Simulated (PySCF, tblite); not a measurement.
Calculations on `CO[CH2][GaH2-][AsH3+]`, in the order of a workflow; each names the level of the geometry that it ran on. Settings lines and outputs come from a driver script.

Compound: C2H10AsGaO.
Atom-mapped SMILES: `[CH3:1][O:2][CH2:3][GaH2-:4][AsH3+:5]` (hydrogens: H6, H7, H8 on C1; H9, H10 on C3; H11, H12 on Ga4; H13, H14, H15 on As5)

Step 1: GFN2-xTB geometry optimisation, gas phase (tblite 0.8.0) (from a force-field or distance-geometry start)
```json
{"job": {"kind": "relax", "xc": "GFN2-xTB", "basis": "xTB"}, "charge": 0, "multiplicity": 1}
```
```
step      E/eV     max force
  0    -460.10253    1.806
  1    -460.28376    1.542
  2    -460.70263    1.359
...
162    -461.61256    0.018
163    -461.61260    0.011
164    -461.61262    0.012
165    -461.61264    0.010
166    -461.61265    0.010
```

Energy lowered by 34.8 kcal/mol over 166 steps; largest atomic force 0.010 eV/Å at the end. «max force» is the largest atomic force in eV/Å.

Step 2: GFN2-xTB harmonic vibrations, gas phase (tblite 0.8.0) (on the GFN2-xTB geometry)
```json
{"job": {"kind": "ir", "xc": "GFN2-xTB", "basis": "xTB"}, "charge": 0, "multiplicity": 1}
```
```
(table of modes left out)
```

39 modes from 36 to 3008 cm⁻¹ (unscaled, harmonic); zero-point energy 62.6 kcal/mol; all wavenumbers are real at this level.

Step 3: TDDFT B3LYP/def2-SVPD, vertical, gas phase, core orbitals frozen in the response (PySCF 2.14.0, density-fitted response routines) (on the GFN2-xTB geometry)
```json
{"job": {"kind": "uv", "xc": "B3LYP", "basis": "def2-SVPD", "nstates": 8, "ntriplets": 3}, "charge": 0, "multiplicity": 1}
```
```
...
Static polarisability (au): isotropic 99.509, principal 84.891 105.895 107.739
Singlet excitations
state   eV       nm        f      main configurations
  1   5.3284    232.7   0.00165   H->L 0.98
  2   5.8676    211.3   0.01169   H-2->L 0.69, H-1->L 0.29
  3   5.9487    208.4   0.02020   H-1->L 0.46, H->L+1 0.31, H-2->L 0.21
  4   5.9942    206.8   0.01535   H->L+1 0.67, H-1->L 0.22
  5   6.0734    204.1   0.01658   H->L+2 0.95
  6   6.4411    192.5   0.01683   H->L+3 0.53, H-1->L+1 0.36
  7   6.4895    191.1   0.02139   H-1->L+1 0.40, H->L+3 0.32, H-1->L+2 0.18
  8   6.5334    189.8   0.00510   H-1->L+2 0.41, H-2->L+1 0.36, H-2->L+2 0.19
Triplet excitations (Tamm-Dancoff, eV): 5.0894 5.5166 5.7269
```

HOMO -6.99 eV, LUMO -0.70 eV; lowest singlet 5.33 eV; lowest triplet 5.09 eV (Tamm–Dancoff); mean polarisability 99.5 au.

On an Arm Neoverse V1 with one thread, shared host, this took 48 s of wall time (grids of density and orbitals included) and 1.0 GiB of memory at its peak.

Geometry of the electronic-property runs (GFN2-xTB):
```
atom  x, y, z in Å
C1     1.5051    1.1972    0.7634
O2     0.6702    0.1499    0.3294
C3     1.0752   -0.4600   -0.9170
Ga4   -0.2977   -1.9074   -0.5475
As5   -2.1740    0.0485    0.0244
H6     2.5357    0.8457    0.8886
H7     1.1198    1.5409    1.7232
H8     1.4960    2.0269    0.0457
H9     2.1458   -0.7107   -0.8633
H10    0.9492    0.2569   -1.7436
H11   -1.0929   -2.7469   -1.6158
H12   -0.2621   -2.4860    0.8980
H13   -2.0927    0.5049    1.4363
H14   -1.9233    1.4373   -0.4582
H15   -3.6586    0.3108    0.0144
```

 (This holds for the electronic-property runs.)

One conformer stands for the species.
